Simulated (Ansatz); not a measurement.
Ga2P3. Charge 0, multiplicity 2. Geometry PBE-D4/def2-SVP; atoms count from 1.

```csv
atom,x (Å),y (Å),z (Å)
Ga1,1.0305,0.8404,-1.8828
Ga2,-1.2753,-1.4701,1.2351
P3,0.8878,-0.8340,0.0385
P4,0.4029,1.0364,1.0660
P5,-1.0459,0.4272,-0.4569
```

The structure comes from a short search, and lower isomers may exist.

(1) Estimate the Mulliken populations from the PBE0/def2-TZVP orbitals of Ansatz.

(2) Where does the spin sit?

(3) And the Mayer bond orders between bonded heavy atoms (over 0.3)?

## Answers

(1) 
```tsv
atom	charge (e)	spin (α − β)
Ga1	0.23	0.17
Ga2	0.23	0.17
P3	-0.17	0.09
P4	-0.11	0.48
P5	-0.17	0.09
```
Mulliken values and Mayer orders depend strongly on the basis.

(2) Summed by element: Ga 0.33, P 0.67, of 1 unpaired in all. Largest on single atoms: P4 0.48, Ga2 0.17, Ga1 0.17.

(3) Ga1–P3 0.53 (2.55 Å); Ga1–P5 0.53 (2.55 Å); Ga2–P3 0.53 (2.55 Å); Ga2–P5 0.53 (2.55 Å); P3–P4 1.17 (2.19 Å); P3–P5 0.96 (2.36 Å); P4–P5 1.17 (2.19 Å).
